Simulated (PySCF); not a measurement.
# Successive ionisation energies of ruthenium

Calculated with PySCF 2.14, two-component X2C-1e (Gaussian nucleus, no Breit or QED terms), each ion in its own even-tempered basis; GMP2 freezes the deep shells of the larger ions and drops the highest virtual spinors; eV.

```json
{"ion": "Ru³⁶⁺", "configuration": "[He] 2s2 2p4", "GHF (spin-free)": "5153.7", "GHF (screened spin-orbit)": "5137.3", "GMP2 (screened spin-orbit)": "5137.0", "NIST": "5136 ± 11", "kind": "semi-empirical"}
{"ion": "Ru³⁷⁺", "configuration": "[He] 2s2 2p3", "GHF (spin-free)": "5395.2", "GHF (screened spin-orbit)": "5327.8", "GMP2 (screened spin-orbit)": "5327.1", "NIST": "5330 ± 40", "kind": "semi-empirical"}
{"ion": "Ru³⁸⁺", "configuration": "[He] 2s2 2p2", "GHF (spin-free)": "5580.6", "GHF (screened spin-orbit)": "5658.8", "GMP2 (screened spin-orbit)": "5661.1", "NIST": "5647 ± 6", "kind": "semi-empirical"}
{"ion": "Ru³⁹⁺", "configuration": "[He] 2s2 2p1", "GHF (spin-free)": "5768.8", "GHF (screened spin-orbit)": "5871.5", "GMP2 (screened spin-orbit)": "5870.1", "NIST": "5861 ± 4", "kind": "semi-empirical"}
{"ion": "Ru⁴⁰⁺", "configuration": "[He] 2s2", "GHF (spin-free)": "6134.4", "GHF (screened spin-orbit)": "6134.4", "GMP2 (screened spin-orbit)": "6140.4", "NIST": "6137 ± 6", "kind": "semi-empirical"}
{"ion": "Ru⁴¹⁺", "configuration": "[He] 2s1", "GHF (spin-free)": "6315.9", "GHF (screened spin-orbit)": "6315.9", "GMP2 (screened spin-orbit)": "6316.0", "NIST": "6311.7", "kind": "theoretical"}
{"ion": "Ru⁴²⁺", "configuration": "1s2", "GHF (spin-free)": "26265.4", "GHF (screened spin-orbit)": "26265.4", "GMP2 (screened spin-orbit)": "26266.8", "NIST": "26229.9", "kind": "theoretical"}
{"ion": "Ru⁴³⁺", "configuration": "1s1", "GHF (spin-free)": "27056.0", "GHF (screened spin-orbit)": "27056.0", "GMP2 (screened spin-orbit)": "27056.0", "NIST": "27033.6", "kind": "theoretical"}
```

(1) Where is the largest relative jump?

## Answers

(1) From Ru⁴¹⁺ to Ru⁴²⁺: 6316.0 to 26266.8 eV, where the electron removed from 1s2 comes from a deeper shell or subshell.
